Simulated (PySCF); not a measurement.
**Correlation energy of S (sulfur, neutral)**

[Ne] 3s1 3p5, high-spin 3P determinant (an excited configuration). Calculation: PySCF 2.14, in aug-cc-pV(T+d)Z with one added diffuse shell each of s, p, d, f type (7s6p5d3f, 71 functions); the non-relativistic Hamiltonian (point nucleus). Frozen: [Ne]; 6 electrons correlated.

| level | correlation energy (mhartree) |
| --- | --- |
| CCSD | -216.64 |
| (T) | -24.67 |
| CCSD(T) | -241.31 |

Diagnostics: T1 = 0.032, D1 = 0.0704, largest double amplitude 0.198.

**Question.** Is a single reference adequate?

**Answer.** Not fully. T1 exceeds 0.03, a sign that the reference determinant is poor. A double-excitation amplitude exceeds 0.15, a sign of near-degeneracy.
